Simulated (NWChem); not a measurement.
System: CH6BOP; SMILES COBP

NWChem input:

```
start job
memory heap 200 mb stack 900 mb global 1100 mb
geometry units angstroms noautoz
  B     -1.003726     0.002825    -0.085944
  H     -2.200452    -0.181693    -0.220296
  O     -0.595567     1.293705    -0.155389
  C      0.765440     1.690454    -0.053339
  H      1.428634     1.044257    -0.669254
  H      0.849860     2.734691    -0.411887
  H      1.110647     1.648656     1.001859
  P      0.198711    -1.511340     0.024820
  H     -0.654157    -2.321773     0.844788
  H      1.038593    -1.050609     1.097595
end
basis spherical
  * library 6-311g**
end
dft
  xc xpbe96 cpbe96
  iterations 150
  mulliken
end
task dft energy
```

Excerpt of the output:

```
             Northwest Computational Chemistry Package (NWChem) 7.3.0
             --------------------------------------------------------

 C1  symmetry detected

                             Geometry "geometry" -> ""
                             -------------------------

 Output coordinates in angstroms (scale by  1.889725989 to convert to a.u.)

  No.       Tag          Charge          X              Y              Z
 ---- ---------------- ---------- -------------- -------------- --------------
    1 B                    5.0000    -0.99151712     0.01499814     0.00406326
    2 H                    1.0000    -2.19642864    -0.16141769    -0.03221535
    3 O                    8.0000    -0.58462365     1.30783085    -0.02437684
    4 C                    6.0000     0.78207359     1.69808525    -0.02233431
    5 H                    1.0000     1.38351488     1.09038913    -0.73347559
    6 H                    1.0000     0.83914454     2.76206594    -0.32366856
    7 H                    1.0000     1.22103751     1.59283203     0.99284557
    8 P                   15.0000     0.20814721    -1.50275398    -0.08567548
    9 H                    1.0000    -0.57129020    -2.36139459     0.75797528
   10 H                    1.0000     1.14394699    -1.10731409     0.93237516

 Effective nuclear repulsion energy (a.u.)     149.1070279914

  pbe96 is a nonlocal functional; adding pw91lda local functional.

                                 NWChem DFT Module
                                 -----------------

 Summary of "ao basis" -> "ao basis" (spherical)
 ------------------------------------------------------------------------------
       Tag                 Description            Shells   Functions and Types
 ---------------- ------------------------------  ------  ---------------------
 B                          6-311g**                 8       18   4s3p1d
 H                          6-311g**                 4        6   3s1p
 O                          6-311g**                 8       18   4s3p1d
 C                          6-311g**                 8       18   4s3p1d
 P                          6-311g**                12       26   6s5p1d

            General Information
            -------------------
          SCF calculation type: DFT
          Wavefunction type:  closed shell.
          No. of atoms     :    10
          No. of electrons :    40
           Alpha electrons :    20
            Beta electrons :    20
          Charge           :     0
          Spin multiplicity:     1
          Use of symmetry is: off; symmetry adaption is: off
          Maximum number of iterations: 150
          AO basis - number of functions:   116
                     number of shells:    60
          Convergence on energy requested:  1.00D-06
          Convergence on density requested:  1.00D-05
          Convergence on gradient requested:  5.00D-04

              XC Information
              --------------
          PerdewBurkeErnzerhof Exchange Functional  1.000
            Perdew 1991 LDA Correlation Functional  1.000 local
           PerdewBurkeErnz. Correlation Functional  1.000 non-local

             Grid Information
             ----------------
          Grid used for XC integration:  medium
          Radial quadrature: Mura-Knowles
          Angular quadrature: Lebedev.
          Tag              B.-S. Rad. Rad. Pts. Rad. Cut. Ang. Pts.
          ---              ---------- --------- --------- ---------
          B                   0.85       49          10.0       434
          H                   0.35       45          13.0       434
          O                   0.60       49          10.0       434
          C                   0.70       49          12.0       434
          P                   1.00       88          12.0       590
          Grid pruning is: on
          Number of quadrature shells:   505
          Spatial weights used:  Erf1

      Superposition of Atomic Density Guess
      -------------------------------------

 Sum of atomic energies:        -480.62577056

      Non-variational initial energy
      ------------------------------

 Total energy =    -482.358936
 1-e energy   =    -956.234985
 2-e energy   =     324.769021
 HOMO         =      -0.286251
 LUMO         =       0.013311

     ---------------------------------------------
      Total Density - Mulliken Population Analysis
     ---------------------------------------------

    Atom       Charge   Shell Charges
 -----------   ------   -------------------------------------------------------
    1 B    5     4.73   1.13  0.86  0.33  0.72  0.81  0.41  0.34  0.12
    2 H    1     1.03   0.24  0.56  0.22  0.01
    3 O    8     8.54   1.08  0.91  0.99  1.02  2.25  0.72  1.55  0.01
    4 C    6     6.13   1.10  0.89  0.52  0.78  1.43  0.49  0.86  0.07
    5 H    1     0.85   0.24  0.45  0.14  0.02
    6 H    1     0.85   0.24  0.46  0.13  0.02
    7 H    1     0.85   0.24  0.45  0.13  0.02
    8 P   15    15.15   0.79  1.18  0.93  1.06  0.91  0.87  2.01  3.89  0.60  2.16  0.69  0.05
    9 H    1     0.94   0.21  0.52  0.19  0.02
   10 H    1     0.94   0.21  0.51  0.20  0.02

   convergence    iter        energy       DeltaE   RMS-Dens  Diis-err
 ---------------- ----- ----------------- --------- --------- ---------
 d= 0,ls=0.0,diis     1   -482.7881426009 -6.32D+02  8.32D-03  1.24D+00
 d= 0,ls=0.0,diis     2   -482.6700480157  1.18D-01  7.12D-03  1.95D+00
 d= 0,ls=0.0,diis     3   -482.8171209484 -1.47D-01  2.65D-03  5.55D-01
 d= 0,ls=0.0,diis     4   -482.8622595644 -4.51D-02  1.07D-03  2.29D-02
 d= 0,ls=0.0,diis     5   -482.8647912919 -2.53D-03  4.81D-04  3.86D-03
  Resetting Diis
 d= 0,ls=0.0,diis     6   -482.8653636046 -5.72D-04  1.13D-04  1.34D-04
 d= 0,ls=0.0,diis     7   -482.8653865581 -2.30D-05  5.85D-05  1.73D-05
 d= 0,ls=0.0,diis     8   -482.8653808541  5.70D-06  3.67D-05  6.49D-05
 d= 0,ls=0.0,diis     9   -482.8653887278 -7.87D-06  6.18D-06  1.67D-06
 d= 0,ls=0.0,diis    10   -482.8653888713 -1.43D-07  1.74D-06  9.47D-08

         Total DFT energy =     -482.865388871280
      One electron energy =     -959.838189101737
           Coulomb energy =      371.055970445111
    Exchange-Corr. energy =      -43.190198206016
 Nuclear repulsion energy =      149.107027991363

 Numeric. integr. density =       39.999995163644

                       DFT Final Molecular Orbital Analysis
                       ------------------------------------

 Vector   18  Occ=2.000000D+00  E=-2.944363D-01
              MO Center= -8.8D-02,  1.0D+00,  6.2D-02, r^2= 2.5D+00
   Bfn.  Coefficient  Atom+Function         Bfn.  Coefficient  Atom+Function
  ----- ------------  ---------------      ----- ------------  ---------------
    33      0.300890   3 O  pz               37      0.286501   3 O  pz
    29      0.206978   3 O  pz               74     -0.180280   7 H  s
    51     -0.158829   4 C  pz                9      0.142852   1 B  pz
    13      0.124783   1 B  pz               96      0.123758   8 P  pz
    75     -0.114039   7 H  s                73     -0.111007   7 H  s

 Vector   19  Occ=2.000000D+00  E=-2.713968D-01
              MO Center= -2.6D-01, -9.5D-02, -5.9D-02, r^2= 3.7D+00
   Bfn.  Coefficient  Atom+Function         Bfn.  Coefficient  Atom+Function
  ----- ------------  ---------------      ----- ------------  ---------------
    84      0.297550   8 P  s                96     -0.260898   8 P  pz
    83      0.177159   8 P  s                36      0.156961   3 O  py
    32      0.150400   3 O  py               33      0.147601   3 O  pz
    37      0.144998   3 O  pz               31     -0.142576   3 O  px
   112     -0.137992  10 H  s                35     -0.127482   3 O  px

 Vector   20  Occ=2.000000D+00  E=-2.242485D-01
              MO Center= -4.1D-02, -1.0D+00, -1.8D-01, r^2= 3.3D+00
   Bfn.  Coefficient  Atom+Function         Bfn.  Coefficient  Atom+Function
  ----- ------------  ---------------      ----- ------------  ---------------
    96     -0.291725   8 P  pz               84      0.278177   8 P  s
    95     -0.248448   8 P  py               94      0.226708   8 P  px
    99     -0.171142   8 P  pz               83      0.146540   8 P  s
    98     -0.131296   8 P  py               21      0.126942   2 H  s
     7     -0.122220   1 B  px               36     -0.119017   3 O  py

 Vector   21  Occ=0.000000D+00  E=-5.326748D-02
              MO Center= -6.6D-01, -1.9D-01,  5.0D-02, r^2= 3.2D+00
   Bfn.  Coefficient  Atom+Function         Bfn.  Coefficient  Atom+Function
  ----- ------------  ---------------      ----- ------------  ---------------
    13      0.546309   1 B  pz               84      0.398442   8 P  s
   113     -0.379718  10 H  s                 9      0.356273   1 B  pz
    37     -0.268421   3 O  pz                5      0.214776   1 B  pz
    97      0.210349   8 P  px               33     -0.182604   3 O  pz
    10      0.169731   1 B  s                63     -0.161922   5 H  s

 Vector   22  Occ=0.000000D+00  E=-9.749219D-03
              MO Center=  2.3D-01, -1.1D+00, -1.3D-01, r^2= 4.8D+00
   Bfn.  Coefficient  Atom+Function         Bfn.  Coefficient  Atom+Function
  ----- ------------  ---------------      ----- ------------  ---------------
   107      1.150448   9 H  s                98      0.717959   8 P  py
    97      0.685836   8 P  px              113     -0.681502  10 H  s
    21      0.359004   2 H  s                52     -0.353060   4 C  s
    94      0.312523   8 P  px               95      0.302491   8 P  py
    63      0.286041   5 H  s                10     -0.243753   1 B  s

[...]
```

Level: PBE/6-311G** (spherical d). Coordinates come from a PBE-D3(BJ)/def2-SVP optimisation.
